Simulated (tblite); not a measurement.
C7H10Cl2Si.
Numbering: `[CH:1]#[C:2]/[CH:3]=[C:4](\[CH:5]([Cl:6])[Cl:7])[SiH:8]([CH3:9])[CH3:10]` (hydrogens: H11 on C1; H12 on C3; H13 on C5; H14 on Si8; H15, H16, H17 on C9; H18, H19, H20 on C10)

Computed with GFN2-xTB (tblite), gas phase: L-BFGS steps from a force-field or distance-geometry start until the largest atomic force falls under 0.01 eV/Å.

At the end of the run (lengths in Å): C4–C5 1.481, Si8–C10 1.901, Si8–C9 1.902, Si8–H14 1.465, C5–Cl6 1.782, C5–Cl7 1.783, C10–H20 1.086, C3–C4–C5 119.7°, C3–C4–Si8 122.5°, C4–C5–Cl6 109.7°, Cl6–C5–Cl7 108.8°, C2–C3–C4–C5 0°, C3–C4–C5–Cl6 120°, C3–C4–Si8–C9 59°.

Task: These geometries were met on the way; a selection of coordinates is given. Order them by energy above the end point, lowest first.
A. C4–C5 1.478, Si8–C10 1.912, Si8–C9 1.901, Si8–H14 1.441, C5–Cl6 1.797, C5–Cl7 1.797, C10–H20 1.072, C3–C4–C5 122.4°, C3–C4–Si8 120.2°, C4–C5–Cl6 112.1°, Cl6–C5–Cl7 109.0°, C2–C3–C4–C5 0°, C3–C4–C5–Cl6 119°, C3–C4–Si8–C9 60°
B. C4–C5 1.484, Si8–C10 1.891, Si8–C9 1.895, Si8–H14 1.463, C5–Cl6 1.789, C5–Cl7 1.787, C10–H20 1.089, C3–C4–C5 120.6°, C3–C4–Si8 121.1°, C4–C5–Cl6 110.7°, Cl6–C5–Cl7 107.9°, C2–C3–C4–C5 0°, C3–C4–C5–Cl6 121°, C3–C4–Si8–C9 60°
C. C4–C5 1.530, Si8–C10 1.857, Si8–C9 1.866, Si8–H14 1.481, C5–Cl6 1.773, C5–Cl7 1.780, C10–H20 1.100, C3–C4–C5 123.8°, C3–C4–Si8 119.6°, C4–C5–Cl6 112.4°, Cl6–C5–Cl7 111.4°, C2–C3–C4–C5 1°, C3–C4–C5–Cl6 117°, C3–C4–Si8–C9 62°
D. C4–C5 1.482, Si8–C10 1.901, Si8–C9 1.901, Si8–H14 1.466, C5–Cl6 1.783, C5–Cl7 1.782, C10–H20 1.085, C3–C4–C5 120.0°, C3–C4–Si8 121.3°, C4–C5–Cl6 110.0°, Cl6–C5–Cl7 107.7°, C2–C3–C4–C5 0°, C3–C4–C5–Cl6 121°, C3–C4–Si8–C9 59°
E. C4–C5 1.487, Si8–C10 1.890, Si8–C9 1.892, Si8–H14 1.458, C5–Cl6 1.792, C5–Cl7 1.791, C10–H20 1.087, C3–C4–C5 121.7°, C3–C4–Si8 120.6°, C4–C5–Cl6 111.5°, Cl6–C5–Cl7 108.6°, C2–C3–C4–C5 0°, C3–C4–C5–Cl6 119°, C3–C4–Si8–C9 60°

Result: D (0.008 eV), B (0.019 eV), E (0.037 eV), A (0.087 eV), C (0.171 eV).

```json
{"step": "7", "E above end (eV)": "0.008", "rms distance from the end, all atoms (Å)": "0.027", "largest force (eV/Å)": "0.128", "rms shift of all bonds from the end (Å)": "0.001"}
{"step": "5", "E above end (eV)": "0.019", "rms distance from the end, all atoms (Å)": "0.031", "largest force (eV/Å)": "0.439", "rms shift of all bonds from the end (Å)": "0.004"}
{"step": "4", "E above end (eV)": "0.037", "rms distance from the end, all atoms (Å)": "0.037", "largest force (eV/Å)": "0.281", "rms shift of all bonds from the end (Å)": "0.005"}
{"step": "2", "E above end (eV)": "0.087", "rms distance from the end, all atoms (Å)": "0.043", "largest force (eV/Å)": "1.275", "rms shift of all bonds from the end (Å)": "0.011"}
{"step": "0", "E above end (eV)": "0.171", "rms distance from the end, all atoms (Å)": "0.051", "largest force (eV/Å)": "1.313", "rms shift of all bonds from the end (Å)": "0.019"}
```

Rows stand in the order of the answer.
